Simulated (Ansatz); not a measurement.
Program: Ansatz. Geometries: PBE0-D4/def2-TZVP. ΔE: electronic, gas phase. CBS: MP2 limit from def2 TZ/QZ plus the TZ coupled-cluster correction, frozen cores. This one scheme is used for every species. Functionals use def2-TZVPP. B3LYP here is the variant with VWN-RPA as its local correlation; programs differ in this. def2 core potentials past Kr. For Sn outer-core shells are correlated without core-valence functions, which leaves a few kJ/mol of doubt a bond. Each species was taken in one conformer, which may not be the lowest.

Reaction (redistribution): `[NH2][Sn][SH]` + boron trifluoride → `[NH2][Sn][F]` + `FB(F)S`

| level | ΔE (kJ/mol) | difference from CCSD(T)/CBS |
| --- | --- | --- |
| LDA (SPW92) | 68.8 | -2.7 |
| PBE0-D4 | 71.8 | 0.3 |
| r2SCANh-D4 | 71.0 | -0.5 |
| r2SCAN0-D4 | 76.3 | 4.8 |
| CAM-B3LYP-D4 | 65.1 | -6.4 |
| BLYP | 57.2 | -14.3 |
| r2SCAN | 66.9 | -4.6 |
| B3LYP | 65.8 | -5.7 |
| CAM-B3LYP | 63.3 | -8.2 |
| RPA@PBE/def2-TZVPP | 70.4 | -1.1 |
| HF/def2-SVP | 95.7 | 24.2 |
| CCSD/def2-TZVPP | 77.8 | 6.3 |
| CCSD(T)/def2-TZVPP | 76.2 | 4.7 |
| MP2/def2-QZVPP | 74.5 | 3.0 |
| SCS-MP2/def2-QZVPP | 71.7 | 0.2 |
| HF/CBS(def2) | 85.0 | 13.5 |
| CCSD(T)/CBS | 71.5 | 0 |

Largest T1 diagnostic among the species: 0.017.

From r2SCAN to r2SCAN0 (25 % exact exchange), in def2-TZVPP and without D4, ΔE moves by +8.9 kJ/mol. In def2-TZVPP, CCSD(T) changes the Hartree–Fock value by −10.9 kJ/mol (the triples alone add −1.6 kJ/mol) and MP2 by −9.2 kJ/mol. At CCSD(T), def2-SVP lies +11.4 kJ/mol from the extrapolated value and def2-TZVPP +4.7 kJ/mol.
